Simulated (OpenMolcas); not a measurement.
**Er IV: CASPT2 settings compared**

| Item | Value |
| --- | --- |
| Program | OpenMolcas |
| Basis | ANO-RCC-VDZP [7s6p4d2f1g] |
| Scalar Hamiltonian | DKH2, point nucleus |
| Active space | 11 electrons in 7 orbitals (4f) |
| State averaging | 2S+1 = 4 odd, 35 roots (21 in the spin-orbit step); 2S+1 = 2 odd, 84 roots kept (CI in the orbitals of an earlier block, 35 in the spin-orbit step) |
| Spin-orbit coupling | RASSI with atomic mean-field integrals over the reference wave functions, term energies averaged over their components |

Methods on the same reference wave functions:
A. CASSCF
B. SS-CASPT2, IPEA 0.15 Eh, sigma1 regulariser 0.15 Eh (closed shells correlated: 5s 5p)
C. SS-CASPT2, IPEA 0.15 Eh, sigma2 regulariser 0.3 Eh (closed shells correlated: 5s 5p)
D. XMS-CASPT2, IPEA 0 Eh, sigma2 regulariser 0.15 Eh (closed shells correlated: 5s 5p)

Energies in eV above 4f¹¹ ⁴I°_15/2, the measured ground level; measured values from the list in Tchang-Brillet, Wyart, Meftah and Ait Mammar, Atoms 6, 52 (2018).

```
              Level       A       B       C       D  Measured
      4f¹¹ ⁴I°_15/2  0.0000  0.0000  0.0000  0.0000    0.0000
      4f¹¹ ⁴I°_13/2  0.8278   0.830   0.830   0.830    0.8069
      4f¹¹ ⁴I°_11/2  1.3479   1.334   1.334   1.342    1.2611
4f¹¹ ⁴I°_9/2 [63 %]  1.6695   1.613   1.613   1.635    1.5459
4f¹¹ ⁴F°_9/2 [64 %]  2.3634   2.097   2.097   2.138    1.9100
```

Deviations, from unrounded energies. A percentage is the sum of absolute deviations over the sum of measured energies, with the sign that they share, or ± where signs differ.

| Against measurement | Levels | A | B | C | D |
| --- | --- | --- | --- | --- | --- |
| mean absolute deviation (cm-1) | 4 | 1400 | 710 | 710 | 850 |
| fine structure of the ground term (%) | 3 | +6.4 | +4.5 | +4.5 | +5.3 |
| other terms of the ground configuration (%) | 1 | +23.7 | +9.8 | +9.8 | +11.9 |

B, C lie about equally close to measurement and A furthest from it. The largest miss of C in the table is 4f¹¹ ⁴F°_9/2 [64 %], by +1500 cm-1. The ranking rests on the paired levels alone, and a cruder setting can come out closer through cancelling errors.

Among B to D the level of the table that moves most is 4f¹¹ ⁴F°_9/2 [64 %], by 330 cm-1 (lowest in C, highest in D). Moves below CASPT2's spread within the term are not significant.

The mean deviations of B to D differ by less than CASPT2's widest spread within a term (860 cm-1), so their order carries little weight.

The lowest spin-free term lies below A's lowest term by 0.734 hartree in B, 0.734 hartree in C, 0.743 hartree in D.

CASPT2 breaks the degeneracy within a term, and the mean is taken; among the terms shown or strongly mixed into the levels shown the widest spread is 860 cm-1 (4f¹¹ ⁴I°, C). High states are left out of the spin-orbit mixing, which shifts the levels that they would mix with. Some levels mix across a computed gap that differs much from the measured one, so their mixing is not that of the real levels. The basis is small and was not contracted for so high a charge. Without dynamic correlation excited terms often stand tens of per cent too high (terms of higher spin than the ground term too low), and those without a measured partner can miss by more than the paired ones (holds for A). Measured partners are found by configuration, term and J. A level has none where our copy of the source lacks it or the pairing is in doubt (some pairs that miss far off the trend of their configuration count as doubtful), and it then counts in no deviation. Levels of configurations outside the active space are missing. The table leaves out levels that lie high or whose names do not pair safely across all columns.

A share in square brackets marks a mixed level and gives the weight of the term that names it, the lowest over the columns. ° marks odd parity.
